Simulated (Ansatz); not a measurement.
Ansatz (an electronic-structure program) input (CCSD(T)/def2-SVPD):

Ansatz 0.2 input:
```yaml
crystal:
  periodic: [false, false, false]
  atoms:
    - {symbol: I, position_ang: [-1.58539644, -0.61119836, -2.08769335]}
    - {symbol: Sn, position_ang: [-0.00000000, -0.00000000, -0.00000000]}
    - {symbol: I, position_ang: [0.54790326, 2.63521682, -0.03071067]}
    - {symbol: I, position_ang: [2.29481000, -1.39569005, -0.17721498]}
    - {symbol: I, position_ang: [-1.25731683, -0.62832842, 2.29561900]}
basis:
  gaussian:
    orbitals: def2-SVPD
total_charge: 1
magnetization: {spin_polarized: true, initial_magnetization: 1}
correlation: {method: ccsd_t, electrons: outside_noble_gas}
```

Output:

```
Functional definition: HF
integrals: 1.33 GiB planned
2194 factors; integrals over basis functions are off by at most 1.2e-4 eV
mean field: 2.51 GiB planned
mean field evaluation 1: about -38088.5056 eV, gradient 1.3e1 eV
mean field evaluation 2: about -38088.7343 eV, gradient 1.3e1 eV
mean field evaluation 4: about -38090.2502 eV, gradient 1.7e0 eV
mean field evaluation 8: about -38090.5064 eV, gradient 8.3e-1 eV
mean field evaluation 16: about -38090.6634 eV, gradient 1.9e-2 eV
mean field evaluation 32: about -38090.6635 eV, gradient 4.1e-4 eV
mean field evaluation 64: about -38090.6624 eV, gradient 2.0e-1 eV
mean field evaluation 96: about -38088.5056 eV, gradient 1.3e1 eV
mean field evaluation 128: about -38090.2824 eV, gradient 1.7e-2 eV
mean field evaluation 160: about -38090.9157 eV, gradient 2.1e0 eV
mean field evaluation 192: about -38090.9620 eV, gradient 1.1e-1 eV
mean field evaluation 224: about -38090.7924 eV, gradient 8.9e-1 eV
mean field evaluation 256: about -38090.9623 eV, gradient 1.5e-2 eV
mean field evaluation 288: about -38090.9064 eV, gradient 1.4e0 eV
mean field evaluation 320: about -38088.0986 eV, gradient 1.3e1 eV
mean field evaluation 352: about -38090.9623 eV, gradient 1.2e-4 eV
mean field evaluation 384: about -38090.9041 eV, gradient 9.9e-1 eV
mean field evaluation 416: about -38090.5897 eV, gradient 2.0e0 eV
mean field evaluation 448: about -38088.0986 eV, gradient 1.3e1 eV
mean field evaluation 480: about -38090.6496 eV, gradient 1.5e-1 eV
mean field evaluation 512: about -38090.5111 eV, gradient 6.4e-1 eV
mean field evaluation 544: about -38090.1806 eV, gradient 5.1e-1 eV
mean field evaluation 576: about -38090.1906 eV, gradient 1.2e-1 eV
mean field evaluation 608: about -38089.8407 eV, gradient 1.6e0 eV
mean field evaluation 640: about -38089.9824 eV, gradient 3.0e-2 eV
mean field evaluation 672: about -38089.8674 eV, gradient 5.2e-1 eV
mean field evaluation 704: about -38086.5159 eV, gradient 4.4e0 eV
mean field evaluation 736: about -38088.0996 eV, gradient 2.0e-1 eV
mean field evaluation 768: about -38088.1844 eV, gradient 1.0e0 eV
mean field evaluation 800: about -38087.9899 eV, gradient 3.9e-3 eV
mean field evaluation 832: about -38085.7036 eV, gradient 1.2e1 eV
mean field evaluation 864: about -38087.8753 eV, gradient 1.3e-1 eV
mean field evaluation 896: about -38087.6258 eV, gradient 8.6e-1 eV
mean field evaluation 928: about -38087.4345 eV, gradient 1.9e-1 eV
mean field evaluation 960: about -38087.2795 eV, gradient 1.6e-1 eV
mean field evaluation 992: about -38090.6081 eV, gradient 6.9e-1 eV
mean field evaluation 1024: about -38090.1208 eV, gradient 2.0e-3 eV
mean field evaluation 1056: about -38090.0267 eV, gradient 2.2e-1 eV
mean field evaluation 1088: about -38089.9820 eV, gradient 1.1e-2 eV
mean field evaluation 1120: about -38086.6012 eV, gradient 1.8e-3 eV
mean field evaluation 1152: about -38086.8098 eV, gradient 2.7e0 eV
mean field evaluation 1184: about -38087.5444 eV, gradient 2.3e-1 eV
mean field evaluation 1216: about -38086.6644 eV, gradient 3.5e-2 eV
mean field evaluation 1248: about -38088.1783 eV, gradient 5.9e-1 eV
mean field evaluation 1280: about -38088.0365 eV, gradient 1.5e0 eV
mean field evaluation 1312: about -38090.6363 eV, gradient 5.4e-1 eV
mean field evaluation 1344: about -38090.2824 eV, gradient 1.7e-2 eV
mean field evaluation 1376: about -38090.1908 eV, gradient 1.9e-3 eV
mean field evaluation 1408: about -38089.9688 eV, gradient 2.1e0 eV
mean field evaluation 1440: about -38090.0683 eV, gradient 1.8e-1 eV
mean field evaluation 1472: about -38087.5510 eV, gradient 1.4e-2 eV
mean field evaluation 1504: about -38087.1605 eV, gradient 1.6e0 eV
mean field evaluation 1536: about -38087.9787 eV, gradient 4.7e-1 eV
mean field evaluation 1568: about -38087.2386 eV, gradient 2.7e-3 eV
mean field evaluation 1600: about -38090.6635 eV, gradient 3.3e-3 eV
mean field evaluation 1632: about -38090.0727 eV, gradient 8.4e-2 eV
mean field evaluation 1664: about -38090.1908 eV, gradient 2.1e-3 eV
mean field evaluation 1696: about -38090.6629 eV, gradient 6.1e-2 eV
mean field evaluation 1728: about -38087.4032 eV, gradient 2.3e0 eV
mean field evaluation 1760: about -38087.5510 eV, gradient 1.3e-2 eV
mean field evaluation 1792: about -38089.0541 eV, gradient 9.0e0 eV
mean field evaluation 1824: about -38090.2824 eV, gradient 3.9e-2 eV
mean field evaluation 1856: about -38090.1908 eV, gradient 5.6e-4 eV
mean field evaluation 1888: about -38090.2824 eV, gradient 1.4e-2 eV
mean field evaluation 1920: about -38088.1595 eV, gradient 8.1e-1 eV
mean field evaluation 1952: about -38087.5510 eV, gradient 6.1e-4 eV
mean field evaluation 1984: about -38085.7336 eV, gradient 9.8e0 eV
mean field evaluation 2016: about -38090.6614 eV, gradient 2.7e-1 eV
mean field evaluation 2048: about -38090.2825 eV, gradient 9.0e-4 eV
mean field evaluation 2080: about -38090.0484 eV, gradient 3.9e-1 eV
mean field evaluation 2112: about -38090.1906 eV, gradient 4.6e-2 eV
mean field evaluation 2144: about -38087.9899 eV, gradient 1.4e-3 eV
mean field evaluation 2176: about -38090.2825 eV, gradient 8.1e-6 eV
mean field -38090.96234715 eV, -1399.8170472762 hartree, gradient 1.6e-10 eV, S^2 0.759320; 37 other end points of the search recorded, 0 dependent functions left out
determinant -38090.96234715 eV, -1399.8170472762 hartree, with singles and doubles -38104.61582655 eV, -1400.3188033895 hartree
determinant -38090.96230033 eV, -1399.8170455555 hartree, with singles and doubles -38104.61559480 eV, -1400.3187948729 hartree
determinant -38090.66345492 eV, -1399.8060631893 hartree, with singles and doubles -38104.61860842 eV, -1400.3189056212 hartree
determinant -38090.28245292 eV, -1399.7920616240 hartree, with singles and doubles -38104.52482298 eV, -1400.3154590699 hartree
determinant -38090.19076610 eV, -1399.7886921954 hartree, with singles and doubles -38104.47320430 eV, -1400.3135621185 hartree
determinant -38090.12076076 eV, -1399.7861195468 hartree, with singles and doubles -38104.57334241 eV, -1400.3172421261 hartree
determinant -38090.07359258 eV, -1399.7843861482 hartree, with singles and doubles -38104.27890917 eV, -1400.3064219042 hartree
determinant -38090.03006795 eV, -1399.7827866476 hartree, with singles and doubles -38104.29281179 eV, -1400.3069328161 hartree
determinant -38089.98226079 eV, -1399.7810297666 hartree, with singles and doubles -38104.27810341 eV, -1400.3063922930 hartree
determinant -38089.98199770 eV, -1399.7810200985 hartree, with singles and doubles -38104.28723364 eV, -1400.3067278226 hartree
determinant -38089.43250008 eV, -1399.7608264333 hartree, with singles and doubles -38103.93450694 eV, -1400.2937653554 hartree
determinant -38088.19864790 eV, -1399.7154832022 hartree, with singles and doubles -38101.60480525 eV, -1400.2081503978 hartree
determinant -38087.98990011 eV, -1399.7078118621 hartree, with singles and doubles -38101.35122852 eV, -1400.1988316248 hartree
determinant -38087.88722696 eV, -1399.7040386934 hartree, with singles and doubles -38101.70026298 eV, -1400.2116584043 hartree
determinant -38087.72763625 eV, -1399.6981738432 hartree, with singles and doubles -38101.55379535 eV, -1400.2062758182 hartree
determinant -38087.66333211 eV, -1399.6958107096 hartree, with singles and doubles -38101.49245987 eV, -1400.2040217812 hartree
determinant -38087.55102077 eV, -1399.6916833440 hartree, with singles and doubles -38101.70550498 eV, -1400.2118510444 hartree
determinant -38090.96234715 eV, -1399.8170472762 hartree, with singles and doubles -38104.64367348 eV, -1400.3198267453 hartree
determinant -38090.96230033 eV, -1399.8170455555 hartree, with singles and doubles -38104.64352490 eV, -1400.3198212849 hartree
determinant -38090.66345492 eV, -1399.8060631893 hartree, with singles and doubles -38104.64566172 eV, -1400.3198998118 hartree
determinant -38090.96234715 eV, -1399.8170472762 hartree, with singles and doubles -38104.67818679 eV, -1400.3210950859 hartree
determinant -38090.96230033 eV, -1399.8170455555 hartree, with singles and doubles -38104.67783094 eV, -1400.3210820087 hartree
determinant -38090.66345492 eV, -1399.8060631893 hartree, with singles and doubles -38104.66780514 eV, -1400.3207135675 hartree
determinant -38090.28245292 eV, -1399.7920616240 hartree, with singles and doubles -38104.56764151 eV, -1400.3170326219 hartree
determinant -38090.19076610 eV, -1399.7886921954 hartree, with singles and doubles -38104.52259159 eV, -1400.3153770679 hartree
determinant -38090.12076076 eV, -1399.7861195468 hartree, with singles and doubles -38104.57354800 eV, -1400.3172496814 hartree
determinant -38090.07359258 eV, -1399.7843861482 hartree, with singles and doubles -38104.29473786 eV, -1400.3070035979 hartree
determinant -38090.03006795 eV, -1399.7827866476 hartree, with singles and doubles -38104.29446008 eV, -1400.3069933895 hartree
determinant -38089.98226079 eV, -1399.7810297666 hartree, with singles and doubles -38104.28205768 eV, -1400.3065376098 hartree
determinant -38089.98199770 eV, -1399.7810200985 hartree, with singles and doubles -38104.28607552 eV, -1400.3066852625 hartree
mean field evaluation 2208: about -38090.1208 eV, gradient 7.4e-3 eV
45 core orbitals not correlated
reference -38090.12076079 eV, -1399.7861195480 hartree; 16, 15 occupied and 111, 112 virtual orbitals, 2194 factors
second order -13.61641808 eV of doubles, -0.00000000 eV of singles
coupled cluster: 2.11 GiB planned
coupled cluster: 2.45 GiB planned
cycle   1  -13.99127678 eV  change    -1.1e0 eV  update   1.1e-1
cycle   2  -14.39560635 eV  change   -4.0e-1 eV  update   3.5e-2
cycle   3  -14.45681052 eV  change   -6.1e-2 eV  update   1.5e-2
cycle   4  -14.45419371 eV  change    2.6e-3 eV  update   4.8e-3
cycle   5  -14.45258170 eV  change    1.6e-3 eV  update   1.8e-3
cycle   6  -14.45260090 eV  change   -1.9e-5 eV  update   5.3e-4
cycle   7  -14.45276332 eV  change   -1.6e-4 eV  update   2.1e-4
cycle   8  -14.45279211 eV  change   -2.9e-5 eV  update   6.2e-5
cycle   9  -14.45278141 eV  change    1.1e-5 eV  update   2.4e-5
cycle  10  -14.45278465 eV  change   -3.2e-6 eV  update   1.1e-5
perturbative correction -0.70070473 eV, -0.0257504238 hartree
WARN: these amplitudes may be one of several solutions (largest doubles amplitude 0.04, level shift 1.28 eV)
Total energy: -38105.27425017 eV, -1400.3430000111 hartree
```

This state (charge 1, doublet) is run at the relaxed geometry of the species with charge 0 and multiplicity 1.

The program attaches cautions to this result: other roots.
